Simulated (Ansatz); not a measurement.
A rate constant, worked out

An elementary step of BNH$_{3}$ClO, closed shell (BNH₃ClO ([NH2][B]([OH])[Cl]) → BClO + NH₃ (still joined by a long B–N bond); B–N, O–H broken or loosened, N–H formed or tightened). The start structure is the reactant molecule, and the electronic barrier above it is 2.120 eV by CCSD(T) at an estimated basis limit (MP2 extrapolated from triple and quadruple zeta, plus CCSD(T) − MP2 in triple zeta). Program: Ansatz 0.2.0. Basis: def2-TZVPP and def2-QZVPP. Cores are frozen in the correlated methods. Extrapolation: Hartree–Fock as exp(−7.88 √X), correlation as X^−2.97. Harmonic wavenumbers at PBE0-D4/def2-TZVP (Ansatz 0.2.0), in cm⁻¹:

Start: 326, 369, 382, 429, 525, 599, 646, 900, 985, 1277, 1443, 1632, 3639, 3741, 3898.

Saddle: 1573i, 308, 330, 438, 488, 806, 873, 948, 990, 1412, 1563, 1579, 2057, 3531, 3625.

Question: Work out the transition-state-theory rate constant at 400 K from these numbers alone (harmonic vibrations; rotation, path degeneracy and anharmonicity left out), and the Wigner tunnelling factor. Use 1 cm⁻¹ = 1.2398 × 10⁻⁴ eV and k_B = 8.617 × 10⁻⁵ eV/K.

Answer: Zero-point energies, half the sums: start 20791/2 cm⁻¹ = 1.2889 eV; saddle, real modes only, 18948/2 cm⁻¹ = 1.1746 eV.
Barrier with zero-point energy: 2.120 + 1.1746 − 1.2889 = 2.0057 eV.
k_BT = 0.03447 eV, so the barrier is 58.19 k_BT.
Vibrational partition functions from the zero-point level, ln q = −Σ ln(1 − exp(−hν/k_BT)): start 1.689, saddle 1.364.
k = (k_BT/h) exp(ln q‡ − ln q) exp(−E0/k_BT), with log₁₀(k_BT/h in s⁻¹) = 12.92: log₁₀ k = 12.92 + (-0.325 − 58.19)/2.3026 = -12.49, so k ≈ 3 × 10^(-13) s⁻¹.
Wigner factor: 1 + (hν‡/k_BT)²/24 = 1 + (5.66)²/24 = 2.33, too large for this simple formula to be trusted. A change of 1 kcal/mol (0.043 eV) in the barrier would change k by a factor of 3.5 at this temperature.

The T1 diagnostic stays at or below 0.014.

Labels in which every atom is bracketed show which atoms are joined, not bond orders.

For scale, one of the runs: CCSD(T)/def2-TZVPP, 177 basis functions, launched by `ansatz run in.yaml --threads 2 --pin off --events-out ev --progress --plain --max-ram 4352MiB`. Time: 42 s of wall clock on 2 CPU threads; the host was shared. Peak host memory: 1.7 GiB.
